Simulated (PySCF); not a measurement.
## Arsenic: highly charged ions in a basis for the neutral atom

As(5+) [Ar] 3d10, As(6+) [Ar] 3d9. All numbers are calculated (PySCF 2.14, the spin-free X2C one-electron Hamiltonian (Gaussian nucleus), in cc-pVDZ-DK). No spin-orbit coupling, so a gap to NIST mixes the basis error with missing relativistic terms.

Changed run: basis of the neutral atom used for a highly charged ion. This setting is unsound on purpose.

```csv
species,method,sound run (hartree),changed run (hartree),converged
As(5+),UHF,not run,-2252.86891,yes
As(5+),M06-2X,not run,-2254.48949,yes
As(5+),B3LYP,not run,-2254.37382,yes
As(6+),UHF,not run,-2248.37024,yes
As(6+),M06-2X,not run,-2249.92032,yes
As(6+),B3LYP,not run,-2249.80763,yes
```

Ionisation energy of As(5+):

```tsv
method	changed run (eV)	NIST (eV)
UHF	122.41	121.19 ± 0.06
M06-2X	124.33	121.19 ± 0.06
B3LYP	124.25	121.19 ± 0.06
```

The contracted functions were made for the neutral atom and can be too rigid for a highly charged ion.
